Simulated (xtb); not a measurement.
xtb input (GFN2-xTB):

```bash
xtb mol.xyz --gfn 2 --sp --chrg -1 --uhf 0
```
mol.xyz:
```
12

C     -0.94461771    -1.03718180    -0.47476677
C      0.28788757    -0.14705436    -0.42536713
C      1.56564404    -0.89216934    -0.07854909
C      0.10831591     1.12344988     0.59998701
O     -1.05023253     1.54357915     0.61993745
H     -1.03375640    -1.61152591     0.45612227
H     -1.83191448    -0.39926280    -0.54856229
H     -0.94781209    -1.75645654    -1.30441772
H      0.41731222     0.35589477    -1.39677108
H      1.84867874    -1.65530132    -0.81481442
H      2.38701403    -0.17482177     0.02710706
H      1.45895947    -1.38942603     0.89401246
```

Output:

```
           -------------------------------------------------
          |                Calculation Setup                |
           -------------------------------------------------

           -------------------------------------------------
          |                 G F N 2 - x T B                 |
           -------------------------------------------------

        Reference                      10.1021/acs.jctc.8b01176
      * Hamiltonian:
        H0-scaling (s, p, d)           1.850000    2.230000    2.230000
        zeta-weighting                 0.500000
      * Dispersion:
        s8                             2.700000
        a1                             0.520000
        a2                             5.000000
        s9                             5.000000
      * Repulsion:
        kExp                           1.500000    1.000000
        rExp                           1.000000
      * Coulomb:
        alpha                          2.000000
        third order                    shell-resolved
        anisotropic                    true
        a3                             3.000000
        a5                             4.000000
        cn-shift                       1.200000
        cn-exp                         4.000000
        max-rad                        5.000000

          ...................................................
          :                      SETUP                      :
          :.................................................:
          :  # basis functions                  27          :
          :  # atomic orbitals                  27          :
          :  # shells                           17          :
          :  # electrons                        30          :
          :  max. iterations                   250          :
          :  Hamiltonian                  GFN2-xTB          :
          :  restarted?                      false          :
          :  GBSA solvation                  false          :
          :  PC potential                    false          :
          :  electronic temp.          300.0000000     K    :
          :  accuracy                    1.0000000          :
          :  -> integral cutoff          0.2500000E+02      :
          :  -> integral neglect         0.1000000E-07      :
          :  -> SCF convergence          0.1000000E-05 Eh   :
          :  -> wf. convergence          0.1000000E-03 e    :
          :  Broyden damping             0.4000000          :
          :  net charge                         -1          :
          :  unpaired electrons                  0          :
          ...................................................

 iter      E             dE          RMSdq      gap      omega  full diag
   1    -16.4000238 -0.164000E+02  0.473E+00    2.23       0.0  T
   2    -16.4615861 -0.615623E-01  0.249E+00    2.44       1.0  T
   3    -16.4622501 -0.663939E-03  0.112E+00    2.46       1.0  T
   4    -16.4624829 -0.232794E-03  0.168E-01    2.54       1.0  T
   5    -16.4625049 -0.220030E-04  0.904E-02    2.53       1.0  T
   6    -16.4625078 -0.294190E-05  0.329E-02    2.54       1.0  T
   7    -16.4625096 -0.182426E-05  0.187E-02    2.54       1.5  T
   8    -16.4625130 -0.340176E-05  0.716E-03    2.54       4.0  T
   9    -16.4625135 -0.433121E-06  0.158E-03    2.54      18.3  T
  10    -16.4625135 -0.812918E-09  0.516E-04    2.54      56.0  T
  11    -16.4625135 -0.235334E-08  0.210E-04    2.54     137.4  T

   *** convergence criteria satisfied after 11 iterations ***

         #    Occupation            Energy/Eh            Energy/eV
      -------------------------------------------------------------
         1        2.0000           -0.4271188             -11.6225
       ...           ...                  ...                  ...
         9        2.0000           -0.2925704              -7.9612
        10        2.0000           -0.2551497              -6.9430
        11        2.0000           -0.2498152              -6.7978
        12        2.0000           -0.2245832              -6.1112
        13        2.0000           -0.2065319              -5.6200
        14        2.0000           -0.1701897              -4.6311
        15        2.0000           -0.0478656              -1.3025 (HOMO)
        16                          0.0455157               1.2385 (LUMO)
        17                          0.2596101               7.0644
        18                          0.3008657               8.1870
        19                          0.3132229               8.5232
        20                          0.3185420               8.6680
       ...                                ...                  ...
        27                          0.7844627              21.3463
      -------------------------------------------------------------
                  HL-Gap            0.0933813 Eh            2.5410 eV
             Fermi-level           -0.0011750 Eh           -0.0320 eV

 SCC (total)                   0 d,  0 h,  0 min,  0.009 sec
 SCC setup                      ...        0 min,  0.000 sec (  2.492%)
 Dispersion                     ...        0 min,  0.000 sec (  1.026%)
 classical contributions        ...        0 min,  0.000 sec (  0.528%)
 integral evaluation            ...        0 min,  0.001 sec ( 14.160%)
 iterations                     ...        0 min,  0.004 sec ( 49.883%)
 molecular gradient             ...        0 min,  0.003 sec ( 29.670%)
 printout                       ...        0 min,  0.000 sec (  2.004%)

         :::::::::::::::::::::::::::::::::::::::::::::::::::::
         ::                     SUMMARY                     ::
         :::::::::::::::::::::::::::::::::::::::::::::::::::::
         :: total energy             -16.285469094030 Eh    ::
         :: gradient norm              0.056505390000 Eh/a0 ::
         :: HOMO-LUMO gap              2.541034449518 eV    ::
         ::.................................................::
         :: SCC energy               -16.462507316887 Eh    ::
         :: -> isotropic ES            0.159540913974 Eh    ::
         :: -> anisotropic ES          0.008833157604 Eh    ::
         :: -> anisotropic XC          0.005150823722 Eh    ::
         :: -> dispersion             -0.007103079894 Eh    ::
         :: repulsion energy           0.177038222858 Eh    ::
         :: add. restraining           0.000000000000 Eh    ::
         :: total charge              -1.000000000000 e     ::
         :::::::::::::::::::::::::::::::::::::::::::::::::::::

           -------------------------------------------------
          |                Property Printout                |
           -------------------------------------------------

    * Orbital Energies and Occupations

         #    Occupation            Energy/Eh            Energy/eV
      -------------------------------------------------------------
         1        2.0000           -0.4271188             -11.6225
       ...           ...                  ...                  ...
         3        2.0000           -0.4099926             -11.1565
         4        2.0000           -0.3658042              -9.9540
         5        2.0000           -0.3269652              -8.8972
         6        2.0000           -0.3182576              -8.6602
         7        2.0000           -0.3033347              -8.2542
         8        2.0000           -0.2952417              -8.0339
         9        2.0000           -0.2925704              -7.9612
        10        2.0000           -0.2551497              -6.9430
        11        2.0000           -0.2498152              -6.7978
        12        2.0000           -0.2245832              -6.1112
        13        2.0000           -0.2065319              -5.6200
        14        2.0000           -0.1701897              -4.6311
        15        2.0000           -0.0478656              -1.3025 (HOMO)
        16                          0.0455157               1.2385 (LUMO)
        17                          0.2596101               7.0644
        18                          0.3008657               8.1870
        19                          0.3132229               8.5232
        20                          0.3185420               8.6680
        21                          0.3411779               9.2839
        22                          0.3543087               9.6412
        23                          0.3734043              10.1608
        24                          0.4173815              11.3575
        25                          0.4395504              11.9608
        26                          0.4588725              12.4866
        27                          0.7844627              21.3463
      -------------------------------------------------------------
                  HL-Gap            0.0933813 Eh            2.5410 eV
             Fermi-level           -0.0011750 Eh           -0.0320 eV

     #   Z          covCN         q      C6AA      α(0)
     1   6 C        3.749    -0.059    21.698     6.644
     2   6 C        3.827    -0.045    21.363     6.577
     3   6 C        3.749    -0.077    22.037     6.695
     4   6 C        1.809    -0.147    35.377     9.611
     5   8 O        0.856    -0.553    24.993     6.703
     6   1 H        0.924    -0.017     3.373     2.872
     7   1 H        0.924     0.020     2.729     2.584
     8   1 H        0.923    -0.046     3.986     3.122
     9   1 H        0.923    -0.043     3.931     3.101
    10   1 H        0.924    -0.031     3.649     2.987
    11   1 H        0.924     0.004     2.986     2.703
    12   1 H        0.924    -0.006     3.170     2.784

 Mol. C6AA /au·bohr⁶  :       1422.193124
 Mol. C8AA /au·bohr⁸  :      30269.691455
 Mol. α(0) /au        :         56.382141

Wiberg/Mayer (AO) data.
largest (>0.10) Wiberg bond orders for each atom

 ---------------------------------------------------------------------------
     #   Z sym  total        # sym  WBO       # sym  WBO       # sym  WBO
 ---------------------------------------------------------------------------
     1   6 C    3.989 --     2 C    1.005     6 H    0.988     7 H    0.982
                             8 H    0.981
     2   6 C    3.895 --     3 C    1.008     1 C    1.005     9 H    0.963
                             4 C    0.846
     3   6 C    3.989 --     2 C    1.008    12 H    0.988    11 H    0.988
                            10 H    0.983
     4   6 C    2.753 --     5 O    1.855     2 C    0.846
     5   8 O    1.954 --     4 C    1.855
     6   1 H    1.000 --     1 C    0.988
     7   1 H    1.000 --     1 C    0.982
     8   1 H    0.998 --     1 C    0.981
     9   1 H    0.998 --     2 C    0.963
    10   1 H    0.999 --     3 C    0.983
    11   1 H    1.000 --     3 C    0.988
    12   1 H    1.000 --     3 C    0.988
 ---------------------------------------------------------------------------

Topologies differ in total number of bonds
Writing topology from bond orders to xtbtopo.mol

molecular dipole:
                 x           y           z       tot (Debye)
 q only:        0.825      -1.398      -0.487
   full:        0.555      -1.870      -0.876       5.436
molecular quadrupole (traceless):
                xx          xy          yy          xz          yz          zz
 q only:        0.867       5.031      -4.291       2.007      -4.099       3.424
  q+dip:        0.689       4.143      -4.641       1.262      -5.232       3.952
   full:        0.350       4.188      -4.498       0.959      -5.812       4.149

           -------------------------------------------------
          | TOTAL ENERGY              -16.285469094030 Eh   |
          | GRADIENT NORM               0.056505390000 Eh/α |
          | HOMO-LUMO GAP               2.541034449518 eV   |
           -------------------------------------------------
Note: The following floating-point exceptions are signalling: IEEE_UNDERFLOW_FLAG IEEE_DENORMAL
normal termination of xtb

------------------------------------------------------------------------
------------------------------------------------------------------------
 total:
 SCF:
```

It need not be the lowest isomer of its formula. Whether it binds its extra electron was not tested at this geometry.
